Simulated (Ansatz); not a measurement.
Input for Ansatz (a first-principles code): U-wB97M-V/def2-TZVPP on Te, 2S+1 = 3, a spin state set in the input, which need not be the lowest. Elements past Kr take the def2 small-core potentials; no spin–orbit coupling.

Ansatz 0.2 input:
```yaml
crystal:
  periodic: [false, false, false]
  atoms:
    - {symbol: Te, position_ang: [0.00000000, 0.00000000, 0.00000000]}
basis:
  gaussian:
    orbitals: def2-TZVPP
hamiltonian:
  xc: {name: wB97M-V}
magnetization: {spin_polarized: true, initial_magnetization: 2}
scf: {lower_state_search: full}
```

Program output:

```
Functional definition: wB97M-V
[...]
integrals: 0.01 GiB planned
374 factors; their error is unknown
integrals: 0.05 GiB planned
70 factors; integrals over basis functions are off by at most 1.8e-4 eV
mean field: 0.20 GiB planned
mean field evaluation 1: about -7291.4050 eV, gradient 3.5e0 eV
mean field evaluation 2: about -7291.4874 eV, gradient 7.6e-1 eV
mean field evaluation 4: about -7291.4937 eV, gradient 9.3e-2 eV
mean field evaluation 8: about -7291.5431 eV, gradient 7.3e-4 eV
mean field evaluation 16: about -7210.5108 eV, gradient 4.5e1 eV
mean field evaluation 32: about -7288.3281 eV, gradient 2.9e1 eV
mean field -7291.54305186 eV, -267.9592647703 hartree, gradient 4.0e-5 eV, S^2 2.003293; 2 other end points of the search recorded, 0 dependent functions left out
reference -7291.54307722 eV, -267.9592657023 hartree; 13, 11 occupied and 37, 39 virtual orbitals, 374 factors
Total energy: -7291.54307722 eV, -267.9592657023 hartree
```

Self-consistency was reached.

Cost: roughly 4 core-seconds.
